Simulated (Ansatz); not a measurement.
# Ligand exchange: C3H9B + CH4S2 → C2H7BS + C2H6S

Gas-phase species: C3H9B `CBCC`, singlet; CH4S2 (methyl hydrodisulfide) `CSS`, singlet; C2H7BS `CCBS`, singlet; C2H6S (dimethyl sulfide) `CSC`, singlet. The partners trade CH3 for SH: B–CH3 and S–SH bonds give way to B–SH and S–CH3.

Shapes, held fixed at every level: PBE0-D4/def2-TZVP. Flexible molecules stand in one conformer, not always the lowest. Programs: Ansatz 0.2.0. The zero-point and thermal change to 298 K, harmonic and unscaled (PBE0-D4/def2-TZVP), is +4.9 kJ/mol.

```csv
level,kind,ΔH(298 K) (kJ/mol),less CCSD(T)/CBS estimate,CPU time (sum over the molecules)
HF/def2-SVP,Hartree–Fock,-79.5,-11.9,–
PBE-D4/def2-TZVPP,GGA,-62.4,+5.2,21 s
r2SCAN-D4/def2-TZVPP,meta-GGA,-64.3,+3.3,35 s
B3LYP-D4/def2-TZVPP,global hybrid,-61.5,+6.1,33 s
PBE0-D4/def2-TZVPP,global hybrid,-64.3,+3.3,23 s
B2PLYP/def2-TZVPP,double hybrid,-67.4,+0.2,42 s
CCSD(T)/CBS estimate,coupled cluster or CI,-67.6,0.0,–
```

The highest level, CCSD(T)/CBS estimate, gives ΔH(298 K) = -67.6 kJ/mol; the levels span -79.5 to -61.5. The column of differences is taken from that level and isn't an error. No measured value is set beside it here. The CBS estimate extrapolates MP2 from def2-TZVPP and def2-QZVPP and adds CCSD(T) − MP2 in the triple-zeta set, cores frozen. Times are processor times on shared x86 and Arm servers, and rough.
